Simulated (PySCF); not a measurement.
# GaSn: one state, many levels of theory

State: ⁴Σ⁻ (quartet), unpaired electrons σ ↑, π ↑↑. Set-up: Ga cc-pVDZ-PP with ECP10, Sn cc-pVDZ-PP with ECP28; scalar-relativistic core potentials (PySCF 2.14). De refers to Ga + Sn in their high-spin ground configurations, without counterpoise correction. The functionals are run spin-unrestricted. A positive dipole means Ga(−)Sn(+).

| Level | Re (Å) | ωe (cm⁻¹) | De (eV) | μ (D) |
| --- | --- | --- | --- | --- |
| UHF | 2.757 | 164 | 1.26 | -2.22 |
| UHF-MP2 | 2.681 | 189 | 1.92 | n/a |
| UHF-SCS-MP2 | 2.692 | 185 | 1.70 | n/a |
| UHF-CCSD | 2.712 | 181 | 1.78 | n/a |
| UHF-CCSD(T) | 2.708 | 182 | 1.88 | n/a |
| PBE | 2.707 | 173 | 2.27 | -0.80 |
| revPBE | 2.728 | 168 | 2.11 | -0.86 |
| PW91 | 2.703 | 173 | 2.30 | -0.80 |
| BP86 | 2.711 | 171 | 2.23 | -0.83 |
| r²SCAN | 2.667 | 182 | 2.28 | -0.90 |
| PBE0 | 2.678 | 182 | 2.14 | -1.05 |

The bond length runs from 2.667 Å (r²SCAN) to 2.757 Å (UHF). De spans 1.26 eV (UHF, mean field) to 2.30 eV (PW91, GGA). Correlation at CCSD(T) changes the Hartree–Fock bond energy by +0.62 eV; the triples alone change it by +0.10 eV.

Correlated steps freeze 8 core orbitals. Correlated levels converge slowly with the basis: in double zeta they bind strong bonds too weakly, by up to about 1 eV, and carry superposition errors of some tenths. These are scalar-relativistic numbers at best; spin–orbit coupling would shift them, the dissociation energy most. The state is the lowest determinant that a PBE0 search found; another state may lie lower at other levels.

The whole job (state search and all levels along the bond) took about 2 min on 1 thread of Arm Neoverse V2 (shared host), peak memory 0.53 GiB.
